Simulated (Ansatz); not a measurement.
```yaml
crystal:
  periodic: [false, false, false]
  atoms:
    - {symbol: Ge, position_ang: [1.822271, 0.466926, -0.203632]}
    - {symbol: F, position_ang: [3.185139, -0.512858, -0.666638]}
    - {symbol: F, position_ang: [2.572965, 2.020744, 0.031204]}
    - {symbol: N, position_ang: [0.585718, 0.537538, -1.527999]}
    - {symbol: Ge, position_ang: [-1.179398, 0.125917, -1.474186]}
    - {symbol: F, position_ang: [-1.577571, -1.078587, -2.667053]}
    - {symbol: F, position_ang: [-2.152866, 1.471307, -1.998435]}
    - {symbol: N, position_ang: [-1.661136, -0.413854, 0.188523]}
    - {symbol: Ge, position_ang: [-0.642802, -0.592719, 1.678135]}
    - {symbol: F, position_ang: [-0.745324, -2.206237, 2.324640]}
    - {symbol: F, position_ang: [-1.292369, 0.350984, 2.989759]}
    - {symbol: N, position_ang: [1.080812, -0.148123, 1.332559]}
    - {symbol: H, position_ang: [0.931004, 0.871860, -2.433595]}
    - {symbol: H, position_ang: [-2.655127, -0.635243, 0.307158]}
    - {symbol: H, position_ang: [1.728684, -0.257665, 2.119550]}
basis:
  gaussian: {orbitals: cc-pVDZ}
total_charge: -1
magnetization: {spin_polarized: true, initial_magnetization: 1}
hamiltonian: {xc: {name: PBEsol}, dispersion: d3bjatm}
scf: {lower_state_search: light}
output: {forces: true}
```

```sh
$ ansatz run in.yaml --threads 4 --pin off --events-out ev --progress --plain --max-ram 6963MiB
```

It prints (some lines left out):

```
Functional definition: PBEsol
  name "PBEsol"
  cite "Perdew et al., Phys. Rev. Lett. 100, 136406 (2008) doi:10.1103/PhysRevLett.100.136406"
  cite "Perdew, Burke & Ernzerhof, Phys. Rev. Lett. 77, 3865 (1996) doi:10.1103/PhysRevLett.77.3865"
  parent pbesol
  exchange = pbesol_x
  correlation = pbesol_c
2709 factors; their error is unknown
mean field evaluation 1: about -190131.6220 eV, gradient 7.0e1 eV
mean field evaluation 2: about -190079.4897 eV, gradient 1.2e2 eV
mean field evaluation 4: about -190149.9132 eV, gradient 1.0e1 eV
mean field evaluation 8: about -190150.2445 eV, gradient 6.0e-2 eV
mean field evaluation 16: about -190150.1661 eV, gradient 1.9e-4 eV
mean field -190150.16611220 eV, -6987.8897162117 hartree, gradient 5.0e-5 eV, S^2 0.750318; 0 other end points of the search recorded, 0 dependent functions left out
the calculation of the forces begins
reference -190150.16616089 eV, -6987.8897180007 hartree; 88, 87 occupied and 134, 135 virtual orbitals, 2709 factors
Total energy: -190150.38702367 eV, -6987.8978345585 hartree
Atom 0 at     1.822271     0.466926    -0.203632 Å, force    -0.685894    -0.187951     0.072642 eV/Å
Atom 1 at     3.185139    -0.512858    -0.666638 Å, force     1.295374    -0.878728    -0.428038 eV/Å
Atom 2 at     2.572965     2.020744     0.031204 Å, force     0.729131     1.418956     0.208017 eV/Å
Atom 3 at     0.585718     0.537538    -1.527999 Å, force     0.040647     0.023057    -0.101295 eV/Å
Atom 4 at    -1.179398     0.125917    -1.474186 Å, force     0.443301    -0.037433     0.559220 eV/Å
Atom 5 at    -1.577571    -1.078587    -2.667053 Å, force    -0.394433    -1.091792    -1.124830 eV/Å
Atom 6 at    -2.152866     1.471307    -1.998435 Å, force    -0.917304     1.224003    -0.518452 eV/Å
Atom 7 at    -1.661136    -0.413854     0.188523 Å, force    -0.104529    -0.039058     0.009012 eV/Å
Atom 8 at    -0.642802    -0.592719     1.678135 Å, force     0.243733     0.218271    -0.635582 eV/Å
Atom 9 at    -0.745324    -2.206237     2.324640 Å, force    -0.112445    -1.486239     0.636827 eV/Å
Atom 10 at    -1.292369     0.350984     2.989759 Å, force    -0.605248     0.838607     1.235083 eV/Å
Atom 11 at     1.080812    -0.148123     1.332559 Å, force     0.069755    -0.011552     0.085479 eV/Å
Atom 12 at     0.931004     0.871860    -2.433595 Å, force     0.114727     0.115501    -0.302240 eV/Å
Atom 13 at    -2.655127    -0.635243     0.307158 Å, force    -0.333400    -0.070020     0.040691 eV/Å
Atom 14 at     1.728684    -0.257665     2.119550 Å, force     0.216584    -0.035623     0.263467 eV/Å
Dipole moment:     0.001112    -0.004134    -0.001086 e Å
```

Hardware: 4 threads of Arm Neoverse V2 on a shared host. Wall time 12 s.

The highest occupied level of an anion often lies above zero with these methods, and sets without diffuse functions describe the outer electron poorly.

The dipole of an ion depends on the origin.
